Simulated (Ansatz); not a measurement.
A search over several starts for the lowest SCF solution of EuO₆H₁₂²⁺, that is [Eu(H2O)6]3+ with one electron more at the given spin, in a small basis.

```yaml
crystal:
  periodic: [false, false, false]
  atoms:
    - {symbol: Eu, position_ang: [0.002124, -0.001794, -0.002713]}
    - {symbol: O, position_ang: [0.182708, 0.170499, 2.369511]}
    - {symbol: H, position_ang: [0.213817, 0.989014, 2.906387]}
    - {symbol: H, position_ang: [0.290450, -0.546711, 3.026959]}
    - {symbol: O, position_ang: [-0.180451, -0.169562, -2.375240]}
    - {symbol: H, position_ang: [-0.287226, 0.549370, -3.031072]}
    - {symbol: H, position_ang: [-0.220137, -0.986609, -2.913811]}
    - {symbol: O, position_ang: [2.374407, 0.181284, -0.165185]}
    - {symbol: H, position_ang: [3.028122, 0.294570, 0.554534]}
    - {symbol: H, position_ang: [2.915653, 0.211671, -0.980959]}
    - {symbol: O, position_ang: [-2.371027, -0.180012, 0.159751]}
    - {symbol: H, position_ang: [-2.911652, -0.213115, 0.975596]}
    - {symbol: H, position_ang: [-3.025296, -0.290026, -0.560023]}
    - {symbol: O, position_ang: [-0.165576, 2.370682, -0.184890]}
    - {symbol: H, position_ang: [-0.983442, 2.907902, -0.223553]}
    - {symbol: H, position_ang: [0.552559, 3.027368, -0.291947]}
    - {symbol: O, position_ang: [0.163257, -2.373542, 0.195405]}
    - {symbol: H, position_ang: [-0.557296, -3.026686, 0.307432]}
    - {symbol: H, position_ang: [0.979006, -2.914292, 0.233808]}
basis:
  gaussian: {orbitals: def2-SVP}
total_charge: 2
magnetization: {spin_polarized: true, initial_magnetization: 7}
hamiltonian: {xc: pbe0, dispersion: d4}
output: {orbitals: {seedname: orbitals}}
```

```sh
$ ansatz run in.yaml --threads 4 --pin off --events-out ev --progress --plain --max-ram 6963MiB
```

Output, abridged:

```
Functional definition: PBE0
basis functions trapped inside cores are left out: 1
2054 factors; integrals over basis functions are off by at most 1.5e-3 eV
mean field evaluation 1: about -31733.7683 eV, gradient 1.2e2 eV
mean field evaluation 2: about -31105.3621 eV, gradient 4.1e2 eV
mean field evaluation 4: about -31064.4708 eV, gradient 6.1e2 eV
mean field evaluation 8: about -31776.3671 eV, gradient 8.8e-1 eV
mean field -31776.37107283 eV, -1167.7600981287 hartree, gradient 5.5e-5 eV, S^2 15.756611; 0 other end points of the search recorded, 0 dependent functions left out
reference -31776.37117502 eV, -1167.7601018841 hartree; 50, 43 occupied and 171, 178 virtual orbitals, 2054 factors
Total energy: -31776.60926865 eV, -1167.7688516637 hartree
```

It took 12 s on 4 threads of Arm Neoverse V2 on a shared host, peak host memory 1.1 GiB.

In the def2 sets Eu takes a core potential; there is no spin–orbit coupling. With an open 4f shell the SCF may have ended on a state above the lowest.
